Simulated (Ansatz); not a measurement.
`[CH3][AlH][O][SiH2][GaH2]` + `NB1CS1` → `[GaH2][NH]B1CS1` + `[CH3][AlH][O][SiH3]`  (cleavage of the Ga–Si bond)

Computed with Ansatz on PBE0-D4/def2-TZVP structures; ΔE is electronic, products minus reactants. CBS: MP2 limit from def2 TZ/QZ plus the TZ coupled-cluster correction, frozen cores. For Ga outer-core shells are correlated without core-valence functions, which leaves a few kJ/mol of doubt a bond. Scalar relativity is left out up to krypton. Each species was taken in one conformer, which may not be the lowest.

```json
{"species": "`[CH3][AlH][O][SiH2][GaH2]`", "MP2/def2-SVP energy (Eh)": "-2571.76952"}
{"species": "`NB1CS1`", "MP2/def2-SVP energy (Eh)": "-517.20737"}
{"species": "`[GaH2][NH]B1CS1`", "MP2/def2-SVP energy (Eh)": "-2441.00869"}
{"species": "`[CH3][AlH][O][SiH3]`", "MP2/def2-SVP energy (Eh)": "-647.99528"}
```

(1) Work out ΔE.

Largest T1 diagnostic among the species: 0.014.

Results:

(1) ΔE = (-2441.00869) + (-647.99528) − (-2571.76952) − (-517.20737) = -0.02708 Eh = -71.1 kJ/mol. CCSD(T)/CBS gives -55.1 kJ/mol.

From BLYP to BHLYP (50 % exact exchange), in def2-TZVPP and without D4, ΔE moves by −8.8 kJ/mol. Leaving LDA and LC-ωPBE aside and taking each functional with its dispersion term where it has one, the values, not all of them listed here, spread over 21.0 kJ/mol, from B2PLYP to PBE-D4. At CCSD(T), def2-SVP lies −8.5 kJ/mol from the extrapolated value and def2-TZVPP −3.1 kJ/mol.
